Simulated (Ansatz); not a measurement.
Born–Oppenheimer molecular dynamics of CH2AlOS (6 atoms, charge 0, multiplicity 2). It starts from a relaxed structure.

Computed with UKS BLYP/STO-3G in Ansatz.

- ensemble: NVT, Langevin thermostat
- time step: 0.5 fs
- steps asked: 589
- set temperature: 200 K
- friction: 0.02 /fs
- seed: 905088

Frames 1 fs apart, positions in Å, forces in eV/Å.

Velocities at 55.0 fs (Å/ps):

```
O 3.83 -2.61 1.07
Al 2.32 0.61 -3.32
C -3.86 -1.66 2.25
S -1.67 2.42 -0.33
H 1.54 0.68 4.90
H -0.16 -1.29 -17.31
```

```xyz
6
Properties=species:S:1:pos:R:3:forces:R:3 time_fs=55.0 energy_less_start_eV=0.054 T=114
O 0.540 1.279 -1.606 -0.23 -0.21 0.57
Al 0.103 0.199 -0.288 -0.04 -0.33 0.13
C -0.488 -0.252 1.366 -0.17 0.41 0.15
S 0.018 -1.804 0.526 0.22 0.03 -0.57
H 0.779 0.654 -2.405 0.01 -0.14 0.11
H -1.014 -0.298 2.351 0.21 0.25 -0.39
6
Properties=species:S:1:pos:R:3:forces:R:3 time_fs=56.0 energy_less_start_eV=0.055 T=121
O 0.543 1.276 -1.605 -0.21 -0.11 0.52
Al 0.105 0.200 -0.292 -0.15 -0.46 0.44
C -0.493 -0.254 1.368 0.26 0.52 -0.70
S 0.016 -1.802 0.526 0.23 0.00 -0.59
H 0.781 0.651 -2.401 0.03 -0.17 0.05
H -1.012 -0.300 2.332 -0.16 0.22 0.29
6
Properties=species:S:1:pos:R:3:forces:R:3 time_fs=57.0 energy_less_start_eV=0.072 T=88
O 0.546 1.274 -1.602 -0.14 -0.14 0.27
Al 0.106 0.201 -0.295 -0.26 -0.60 0.76
C -0.498 -0.256 1.370 0.65 0.64 -1.49
S 0.015 -1.799 0.526 0.25 -0.04 -0.62
H 0.782 0.643 -2.400 0.00 -0.05 0.16
H -1.009 -0.301 2.318 -0.50 0.19 0.92
6
Properties=species:S:1:pos:R:3:forces:R:3 time_fs=58.0 energy_less_start_eV=0.087 T=74
O 0.548 1.273 -1.599 -0.06 -0.20 0.01
Al 0.108 0.203 -0.297 -0.36 -0.72 1.05
C -0.501 -0.258 1.372 0.85 0.75 -1.91
S 0.014 -1.797 0.526 0.26 -0.09 -0.64
H 0.781 0.632 -2.395 -0.02 0.09 0.26
H -1.008 -0.300 2.313 -0.67 0.16 1.23
6
Properties=species:S:1:pos:R:3:forces:R:3 time_fs=59.0 energy_less_start_eV=0.082 T=92
O 0.551 1.272 -1.595 -0.01 -0.19 -0.15
Al 0.110 0.204 -0.299 -0.44 -0.81 1.28
C -0.504 -0.259 1.372 0.72 0.81 -1.69
S 0.013 -1.794 0.526 0.27 -0.15 -0.66
H 0.780 0.620 -2.386 -0.02 0.17 0.26
H -1.012 -0.299 2.320 -0.52 0.17 0.96
6
Properties=species:S:1:pos:R:3:forces:R:3 time_fs=60.0 energy_less_start_eV=0.072 T=138
O 0.555 1.270 -1.591 0.04 -0.21 -0.32
Al 0.112 0.205 -0.299 -0.51 -0.87 1.44
C -0.505 -0.260 1.370 0.31 0.88 -0.91
S 0.013 -1.792 0.526 0.30 -0.26 -0.69
H 0.782 0.606 -2.374 -0.02 0.26 0.27
H -1.022 -0.300 2.338 -0.12 0.19 0.21
6
Properties=species:S:1:pos:R:3:forces:R:3 time_fs=61.0 energy_less_start_eV=0.085 T=121
O 0.557 1.269 -1.586 0.09 -0.18 -0.45
Al 0.114 0.207 -0.300 -0.56 -0.91 1.58
C -0.505 -0.260 1.368 -0.19 0.93 0.04
S 0.012 -1.789 0.526 0.33 -0.37 -0.73
H 0.783 0.593 -2.361 -0.01 0.32 0.23
H -1.035 -0.301 2.362 0.35 0.22 -0.68
6
Properties=species:S:1:pos:R:3:forces:R:3 time_fs=62.0 energy_less_start_eV=0.107 T=91
O 0.560 1.266 -1.583 0.06 -0.01 -0.36
Al 0.117 0.207 -0.300 -0.61 -0.93 1.70
C -0.507 -0.260 1.367 -0.47 0.97 0.57
S 0.012 -1.787 0.525 0.34 -0.46 -0.74
H 0.783 0.586 -2.345 0.06 0.21 0.00
H -1.044 -0.300 2.377 0.61 0.22 -1.18
6
Properties=species:S:1:pos:R:3:forces:R:3 time_fs=63.0 energy_less_start_eV=0.121 T=89
O 0.564 1.264 -1.579 -0.01 0.30 -0.09
Al 0.118 0.208 -0.300 -0.65 -0.93 1.81
C -0.509 -0.260 1.365 -0.56 1.03 0.75
S 0.011 -1.784 0.523 0.34 -0.54 -0.73
H 0.785 0.585 -2.328 0.18 -0.06 -0.38
H -1.046 -0.294 2.384 0.70 0.19 -1.36
6
Properties=species:S:1:pos:R:3:forces:R:3 time_fs=64.0 energy_less_start_eV=0.117 T=99
O 0.567 1.261 -1.576 -0.11 0.67 0.24
Al 0.119 0.208 -0.300 -0.69 -0.94 1.91
C -0.512 -0.260 1.364 -0.42 1.11 0.48
S 0.010 -1.782 0.521 0.34 -0.58 -0.70
H 0.785 0.587 -2.314 0.31 -0.39 -0.81
H -1.040 -0.284 2.377 0.58 0.14 -1.12
6
Properties=species:S:1:pos:R:3:forces:R:3 time_fs=65.0 energy_less_start_eV=0.099 T=127
O 0.571 1.260 -1.574 -0.13 0.76 0.31
Al 0.119 0.209 -0.299 -0.70 -0.91 1.94
C -0.515 -0.258 1.363 -0.10 1.17 -0.14
S 0.008 -1.780 0.519 0.31 -0.60 -0.64
H 0.783 0.585 -2.309 0.34 -0.47 -0.93
H -1.028 -0.266 2.361 0.28 0.06 -0.55
6
Properties=species:S:1:pos:R:3:forces:R:3 time_fs=66.0 energy_less_start_eV=0.083 T=145
O 0.575 1.259 -1.571 -0.01 0.49 -0.08
Al 0.120 0.209 -0.298 -0.70 -0.90 1.93
C -0.516 -0.257 1.362 0.33 1.20 -0.98
S 0.007 -1.778 0.516 0.28 -0.62 -0.58
H 0.781 0.577 -2.316 0.23 -0.16 -0.57
H -1.014 -0.248 2.338 -0.14 0.00 0.29
```

Of the whole run (294 fs, mean temperature of the second half 225 K): The mean temperature of the second half is 13 % above the set value. A run of 0.29 ps of so small a system gives no equilibrium averages. Limits of this set-up: minimal basis.

Run time: 16 min on 1 thread of Arm Neoverse V2 (shared host), peak memory 0.11 GiB.
